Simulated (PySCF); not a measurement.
CH₃BBrClO.

```xyz
8

B     -0.2286    -0.5684     0.1180
Cl    -0.5875    -1.2402     1.7075
Br     0.4820     1.2381    -0.0007
O     -0.4562    -1.3212    -0.9541
C     -0.2484    -1.0043    -2.3203
H      0.4646    -1.7280    -2.7423
H     -1.2074    -1.1008    -2.8503
H      0.1428     0.0158    -2.4471
```

Geometry optimised at B3LYP-D3(BJ)/def2-SVP. The values are those of a single conformer.

Calculation: PBE/pcSseg-1 run with PySCF. Non-relativistic, no solvent.

Computed absolute GIAO shielding of each atom: isotropic value and principal components (ppm):
| atom | σ(iso) | σ11 | σ22 | σ33 | span |
|---|---|---|---|---|---|
| B1 | 61.0 | 53.5 | 63.6 | 66.0 | 12.5 |
| Cl2 | 721.5 | 494.9 | 752.2 | 917.3 | 422.4 |
| Br3 | 2306.5 | 1782.2 | 2466.5 | 2670.8 | 888.6 |
| O4 | 141.8 | -54.1 | 181.8 | 297.6 | 351.7 |
| C5 | 119.5 | 90.4 | 91.4 | 176.7 | 86.3 |
| H6 | 27.2 | 23.4 | 24.8 | 33.5 | 10.1 |
| H7 | 27.2 | 23.4 | 24.9 | 33.5 | 10.1 |
| H8 | 26.6 | 21.6 | 26.6 | 31.5 | 9.8 |
